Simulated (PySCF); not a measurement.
# Ga- (gallium, charge -1): UHF calculation

Configuration: [Ar] 3d10 4s2 4p2, high-spin 3P determinant. All numbers are calculated (PySCF 2.14, no relativity, point nucleus, in def2-QZVPPD (12s7p5d4f1g, 95 functions)).

```
Total energy                                                  : -1923.257335 hartree
One-electron energy                                           : -2691.7841 hartree
Hartree (Coulomb) energy                                      : 842.1946 hartree
Exchange energy                                               : -73.6678 hartree
Kinetic energy                                                : 1923.28589 hartree
⟨S²⟩                                                          : 2.0155
⟨L²⟩                                                          : 2.036
Sum of ⟨r⟩                                                    : 28.28 bohr
Sum of ⟨r²⟩                                                   : 67.16 bohr²
Traceless quadrupole moment −½Σ⟨3z² − r²⟩ along its main axis : 7.81 e·bohr²
Density at the nucleus (Gaussians lack the cusp)              : 20300 bohr⁻³
Spin density at the nucleus                                   : -0.931 bohr⁻³
Langevin diamagnetic susceptibility                           : -53.2 ×10⁻⁶ cm³/mol
```

| shell | electrons | mean orbital energy (hartree) | spread (hartree) | rms radius, mean of both spins (bohr) |
| --- | --- | --- | --- | --- |
| 1s α | 1 | -378.59487 | 0 | 0.0572 |
| 1s β | 1 | -378.59366 | 0 | 0.0572 |
| 2s β | 1 | -47.94448 | 0 | 0.239 |
| 2s α | 1 | -47.94368 | 0 | 0.239 |
| 2p α | 3 | -42.27045 | 0.00013 | 0.212 |
| 2p β | 3 | -42.26971 | 0.00168 | 0.212 |
| 3s α | 1 | -6.16995 | 0 | 0.709 |
| 3s β | 1 | -6.16962 | 0 | 0.709 |
| 3p α | 3 | -4.25967 | 0.00014 | 0.742 |
| 3p β | 3 | -4.25726 | 0.00711 | 0.742 |
| 3d α | 5 | -0.96934 | 0.00527 | 0.893 |
| 3d β | 5 | -0.96895 | 0.00746 | 0.893 |
| 4s α | 1 | -0.26189 | 0 | 2.87 |
| 4s β | 1 | -0.16831 | 0 | 2.87 |
| 4p α | 2 | -0.01064 | 0 | 4.36 |

The outer electron is barely bound at this level, so radii and moments hang on the diffuse functions.

Spin-orbit constants ζ (cm⁻¹) from the X2C one-electron operator on these orbitals (non-relativistic here): bare nucleus, nucleus screened by l(l+1)(2l+1)/3 electrons, and screened by the Breit-Pauli mean field of the electrons.

```csv
shell,bare,screened nucleus,mean field
2p,145800,136400,n/a
3p,18600,17400,n/a
3d,2093,1418,n/a
4p,332.0,310.6,n/a
```

To first order the Landé constant is A = 155.3 cm⁻¹, so the lowest level has J = 0 and lies 0.0385 eV below the centre of the term. This holds in LS coupling only.
